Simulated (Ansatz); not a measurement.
Molecule: heptafluorocyclopentane, C5H3F7, charge 0, multiplicity 1. 
Geometry from a B3LYP-D3(BJ)/def2-TZVP (Ansatz, a quantum-chemistry and plane-wave program) optimisation:
```xyz
15

F     -2.6656    -0.2599     0.6189
C     -1.5210    -0.3521    -0.1373
C     -0.6280    -1.5157     0.3148
C      0.8246    -1.0500     0.1442
F      1.5360    -1.8552    -0.6802
F      1.4740    -1.0129     1.3345
C      0.7469     0.3969    -0.4371
F      1.7540     1.1869    -0.0515
F      0.7375     0.3230    -1.7921
C     -0.6433     0.8941     0.0224
F     -0.5683     1.2547     1.3267
F     -1.0726     1.9555    -0.6870
H     -1.8120    -0.4342    -1.1855
H     -0.8096    -1.7097     1.3709
H     -0.8086    -2.4252    -0.2517
```

Wanted: atomisation energy (electronic, to ground-state atoms), in eV. Valence correlation only, unless marked. Open shells are spin-unrestricted. No spin-orbit coupling. Non-relativistic. The coupled-cluster limit lacks core correlation, which all-electron functionals hold. Basis-set limits of correlation are two-point, X^-3; Hartree-Fock from the larger set. The bracket is a focal-point correction in the basis named.

```tsv
level	program	atomisation energy (eV)
SVWN5/def2-TZVPD	Ansatz	81.20
PBE/def2-TZVPD	Ansatz	___
BLYP-D3(BJ)/def2-TZVPD	Ansatz + dftd3	66.72
BLYP/def2-TZVPD	Ansatz	65.94
r2SCAN-D3(BJ)/def2-TZVPD	Ansatz + dftd3	67.35
B97M-V/def2-TZVPD	Ansatz	66.69
BHLYP/def2-TZVPD	Ansatz	___
r2SCANh-D4/def2-TZVPD	Ansatz + dftd4	66.51
LC-wPBE-D3(BJ)/def2-TZVPD	Ansatz + dftd3	67.93
LC-wPBE-D4/def2-TZVPD	Ansatz + dftd4	68.04
wB97M-V/def2-TZVPD	Ansatz	___
wB97X-V/def2-TZVPD	Ansatz	67.13
B2GP-PLYP/def2-TZVPD	Ansatz	65.71
SCS-MP2/STO-3G	Ansatz	56.63
SCS-MP2/6-31G	Ansatz	54.89
SCS-MP2/6-31G*	Ansatz	63.44
RI-MP2/CBS(cc-pVTZ,cc-pVQZ)+[CCSD(T)-MP2]/cc-pVTZ	Ansatz	66.73
```

Q: Fill in the missing entries.

A: 
- PBE/def2-TZVPD, atomisation energy (eV): 69.59
- BHLYP/def2-TZVPD, atomisation energy (eV): 62.41
- wB97M-V/def2-TZVPD, atomisation energy (eV): 67.05
